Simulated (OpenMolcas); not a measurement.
**Tc3+ in a point-charge field**

Tc3+ among 6 point charges of -1.5 e arranged as a trigonal antiprism (D3d), 1.92 Å from the ion, with a polar angle of 50.9° against the regular 54.74°.
```
   0.0000    1.4901    1.2108  -1.50
  -1.2905   -0.7450    1.2108  -1.50
   1.2905   -0.7450    1.2108  -1.50
   0.0000   -1.4901   -1.2108  -1.50
   1.2905    0.7450   -1.2108  -1.50
  -1.2905    0.7450   -1.2108  -1.50
```

* Program: OpenMolcas 26.06
* Method: CASSCF
* Basis: ANO-RCC-VDZP [6s5p3d1f]
* Scalar Hamiltonian: DKH2, point nucleus
* Active space: 4 electrons in 5 orbitals (4d)
* State averaging: 2S+1 = 5 even, 5 roots; 2S+1 = 3 even, 45 roots; 2S+1 = 1 even, 50 roots
* Spin-orbit coupling: RASSI with atomic mean-field integrals over the reference wave functions

The lowest spin-free states (labels of D3, the rotations of D3d), above the lowest:

| State | Degeneracy | E (cm-1) | Free-ion L (%) |
| --- | --- | --- | --- |
| 5E | 2 | 0.0 | D (100) |
| 5A1 | 1 | 8402 | D (100) |
| 3E | 2 | 8585 | H (43) |
| 3A2 | 1 | 10409 | H (47) |
| 5E | 2 | 12225 | D (100) |
| 3A2 | 1 | 16772 | H (42) |
| 1A1 | 1 | 17296 | G (56) |
| 3E | 2 | 17635 | H (76) |
| 3E | 2 | 17971 | H (52) |
| 1E | 2 | 18602 | I (46) |
| 3A1 | 1 | 18837 | G (42) |
| 3E | 2 | 19128 | H (41) |
| 1E | 2 | 19355 | I (67) |
| 3A2 | 1 | 20890 | F (96) |
| 3A1 | 1 | 21289 | G (51) |
| 3E | 2 | 23356 | G (47) |
| 1A1 | 1 | 24163 | G (41) |
| 3E | 2 | 25820 | H (52) |
| 1A2 | 1 | 26055 | I (80) |
| 1E | 2 | 26103 | I (55) |

The lowest levels with spin-orbit coupling:

| E (cm-1) | Degeneracy | Label | 2S+1 | g |
| --- | --- | --- | --- | --- |
| 0.0 | 1 | A1 | 5 |  |
| 39.0 | 2 | E | 5 | 0.00 0.00 5.97 |
| 235.0 | 1 | A2 | 5 |  |
| 308.5 | 2 | E | 5 | 0.00 0.00 1.39 |
| 451.7 | 2 | E | 5 | 0.00 0.00 4.42 |
| 600.5 | 1 | A1 | 5 |  |
| 610.2 | 1 | A2 | 5 |  |
| 8430 | 1 | A1 | 3 |  |
| 8641 | 1 | A2 | 3 |  |
| 8768 | 2 | E | 5 | 0.00 0.00 6.16 |
| 8790 | 2 | E | 5 | 0.00 0.00 2.33 |
| 8791 | 1 | A1 | 5 |  |
| 9011 | 2 | E | 3 | 0.00 0.00 2.97 |
| 9449 | 2 | E | 3 | 0.00 0.00 0.44 |
| 10739 | 1 | A1 | 3 |  |
| 10912 | 2 | E | 3 | 0.00 0.00 3.53 |
| 11885 | 1 | A2 | 5 |  |
| 11893 | 1 | A1 | 5 |  |
| 12275 | 2 | E | 5 | 0.00 0.00 1.16 |
| 12610 | 2 | E | 5 | 0.00 0.00 2.91 |

Powder χT (cm3 K/mol): 0.116 at 2 K, 0.582 at 10 K, 1.7 at 50 K, 1.95 at 100 K, 2.21 at 200 K, 2.37 at 300 K. The effective moment at 300 K is 2.828 √(χT) = 4.35 μB.

The lowest level has 2S+1 = 5, for which the spin-only value is χT = S(S+1) / 2 = 3.000 cm3 K/mol (g = 2). The computed 2.365 at 300 K differs by -0.635, through orbital momentum, spin-orbit coupling and any other state in reach.

An orbital doublet at a regular site is open to a Jahn-Teller distortion, which this geometry leaves out. Without dynamic correlation the repulsion within the d shell is too large (B by tens of per cent), so at a given field states of lower spin stand too high. This shell can be high or low spin here, a state of another spin lies low, and with metal d orbitals alone active their balance is uncertain, so the ground spin may be wrong. Point charges give a weaker field than real ligands, and real ions of this kind are as a rule low spin; the high spin found here belongs to the model. Point charges carry no covalency, so the field is a model and not that of real ligands. No measured value stands beside these numbers.

The RASSCF and RASSI steps took 61 s on 1 thread of Intel(R) Xeon(R) Platinum 8259CL CPU @ 2.50GHz (Skylake/Cascade Lake) (shared host); the integral step is not counted.

With an even number of electrons the g values are those of a degenerate or nearly degenerate non-Kramers pair.
